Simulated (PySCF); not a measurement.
AlFH3N. Atoms are numbered in the order given.

```xyz
6

Al    -0.4609    -0.0880     0.0000
H     -2.0226    -0.2388     0.0000
F      0.4925    -1.4373     0.0000
N      0.3405     1.4764     0.0000
H      1.3383     1.6212     0.0000
H     -0.1391     2.3631     0.0000
```
Charge 0, spin multiplicity 1.

Coordinates come from a r2SCAN-D4/def2-TZVP optimisation. One conformer was computed; it need not be the lowest.

Calculation: PySCF with PBE0/pcSseg-2.

GIAO shieldings, no solvent; atoms alike by connectivity are averaged. δ = σ(ref) − σ: ¹H against TMS (σ = 31.54 ppm); ¹⁹F against CFCl3 (σ = 165.8 ppm); ¹⁵N against NH3 (σ = 263.3 ppm), references at their B3LYP-D3(BJ)/def2-TZVP geometries, non-relativistic.

```csv
atoms,nucleus,count,δ (ppm)
H2,¹H,1,?
"H5, H6",¹H,2,?
F3,¹⁹F,1,-187.5
N4,¹⁵N,1,30.3
```

Q: Some entries are withheld; supply them. (An estimate is asked for; the answer gives what the named calculation found.)

A: 
- H2, δ (ppm): 4.52
- H5, H6, δ (ppm): 1.10
